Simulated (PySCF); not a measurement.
germanium monoxide cation (GeO), SMILES [O]=[Ge] (connectivity only; charge and spin as stated), charge +1, multiplicity 2. The structure is a stationary point at PBE-D3(BJ)/def2-TZVPD. The spin state was assumed, not searched.

Method: PBE-D3(BJ)/def2-TZVPD (PySCF 2.14.0).

Harmonic wavenumbers (cm⁻¹): 869. Rotational constants (GHz): 14.07 (linear); symmetry number 1.

**Question.** Work out the zero-point energy and the ideal-gas rigid-rotor harmonic-oscillator thermochemistry at 298.15 K and 1 atm.

**Answer.** ZPE = ½ Σ hcν = ½ × 869 cm⁻¹ = 5.20 kJ/mol. H − E(el) = 14.03 kJ/mol. Entropy in J/(mol K): translation 164.67, rotation 58.95, vibration 0.66, spin 5.76, total 230.05. G − E(el) = -54.56 kJ/mol. Cp = 31.38 J/(mol K).
